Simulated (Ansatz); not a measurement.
Consider the cleavage of the Si–Si bond: `O[SiH2][Si](O)(F)F` + `[NH2][GaH][OH]` → `[NH2][GaH][O][SiH2]O` + `O[SiH](F)F`.

Computed with Ansatz on PBE0-D4/def2-TZVP structures; ΔE is electronic, products minus reactants. CBS: MP2 limit from def2 TZ/QZ plus the TZ coupled-cluster correction, frozen cores. For Ga outer-core shells are correlated without core-valence functions, which leaves a few kJ/mol of doubt a bond. Scalar relativity is left out up to krypton. One conformer a species, not always the lowest.

```tsv
species	CCSD/def2-TZVPP energy (Eh)
`O[SiH2][Si](O)(F)F`	-930.46795
`[NH2][GaH][OH]`	-2055.69959
`[NH2][GaH][O][SiH2]O`	-2421.18242
`O[SiH](F)F`	-565.04756
```

Question: Work out ΔE.

Answer: ΔE = (-2421.18242) + (-565.04756) − (-930.46795) − (-2055.69959) = -0.06244 Eh = -163.9 kJ/mol. CCSD(T)/CBS gives -158.1 kJ/mol.

Largest T1 diagnostic among the species: 0.014.

From PBE to PBE0 (25 % exact exchange), in def2-TZVPP and without D4, ΔE moves by −11.5 kJ/mol. In def2-TZVPP, CCSD(T) changes the Hartree–Fock value by +16.3 kJ/mol (the triples alone add +1.9 kJ/mol) and MP2 by +8.9 kJ/mol.
